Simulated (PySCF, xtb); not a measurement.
Ga(F)2(SH) (F₂GaHS), SMILES [F][Ga]([F])[SH].

GFN2-xTB in xtb 6.7.1 at its own geometry gives an orbital gap of 2.82 eV and a dipole moment of 3.35 D.

Coordinates come from a r2SCAN-D4/def2-SVP optimisation. Other conformers were not sampled.

Q: What does HF/def2-TZVPD in PySCF give? (The exact figures need the calculation; the answer reports its results.)

A: gap 12.10 eV (levels -11.45 and 0.65 eV), dipole 2.23 D.
